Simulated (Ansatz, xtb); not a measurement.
Diatomic CoTe, multiplicity 4 (lowest of 2S+1 = 2, 4, 6 at PBE0/def2-TZVPP; our sources give no spin for the ground state, which may be another). No spin–orbit coupling. Co is treated without relativity.

Seven points along R, fitted to fifth degree in 1/R; most abundant isotopes. In def2 and cc sets the state is the lowest found near the PBE0 minimum, followed along R.

Run with Ansatz (Gaussian orbitals); xtb for the GFN methods. Values without a source in brackets are computed. In def2 rows elements past Kr take small-core potentials, without spin–orbit coupling. The GFN methods have no spin term and hold the electronic entropy of 300 K.

Q: What bond length and harmonic frequency does GFN2-xTB give?

A: r_e = 2.314 Å, ω_e = 313 cm⁻¹.

Q: What bond length and harmonic frequency does CAM-B3LYP/def2-TZVPP give?

A: r_e = 2.353 Å, ω_e = 255 cm⁻¹.

Q: What bond length and harmonic frequency does wB97M-V/def2-TZVPP give?

A: r_e = 2.366 Å, ω_e = 254 cm⁻¹.

Ansatz is a first-principles code.
